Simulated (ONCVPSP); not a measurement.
# Pt (Z = 78), ONCV: configuration errors across variants

- Element: Pt
- Generator: ONCVPSP 4.0.1
- Type: optimised norm-conserving Vanderbilt (ONCV)
- Functional: LDA (Perdew-Zunger)
- Relativity: scalar-relativistic
- Frozen core: [Kr] 4d10
- Valence charge: 32
- Reference configuration: 4f14 5s2 5p6 5d9 6s0.5 6p0.5
- Partial waves: 5s+6s: rc 1.60 bohr, ncon 5, nbas 9, qcut 7.5 1/bohr, 2 projectors; 5p+6p: rc 1.75 bohr, ncon 4, nbas 8, qcut 6.9 1/bohr, 2 projectors; 5d: rc 1.45 bohr, ncon 5, nbas 9, qcut 5.7 1/bohr, 2 projectors, debl 1.5 Ha; 4f: rc 0.50 bohr, ncon 4, nbas 8, qcut 19.7 1/bohr, 1 projector
- Local potential: polynomial inside 0.35 bohr (lpopt 5, dvloc0 2 Ha)
- Core correction: Teter function, parameters optimised by the program

All-electron excitation energies from the reference (eV): (1) 4f14 5s2 5p6 5d9 6s1 6p0 -2.539; (2) 4f14 5s2 5p6 5d9 6s0 6p0 7.005; (3) 4f13 5s2 5p6 5d9 6s1 6p0 79.063.

A true bound ghost makes a file unfit for plane-wave use even where its test errors are small: the radial tests pick states by their node count and pass the ghost by.

Errors AE − PS in meV (a dash: test not solved or not reliable):

| change | (1) | (2) | (3) | bound ghosts | GHOST(+) flags above zero |
| --- | --- | --- | --- | --- | --- |
| base | +0.6 | -3.0 | -400 | s, p, d | p |
| local potential polynomial inside 0.35 bohr (lpopt 5, dvloc0 -2 Ha) | +0.6 | -3.0 | -389 | s, p, d | p |
| local potential polynomial inside 0.35 bohr (lpopt 5, dvloc0 0 Ha) | +0.6 | -3.0 | -395 | s, p, d | p |
| local potential polynomial inside 0.35 bohr (lpopt 5, dvloc0 5 Ha) | +0.6 | -3.0 | -411 | s, p, d | p |
| local potential polynomial inside 0.35 bohr (lpopt 5, dvloc0 6.5 Ha) | +0.6 | -3.0 | -414 | s, p, d | p |

**Question.** Give the same row for: local potential polynomial inside 0.35 bohr (lpopt 5, dvloc0 9 Ha).

**Answer.** +0.6, -3.0, -422; bound ghosts: s, p, d; GHOST(+) flags above zero: none.
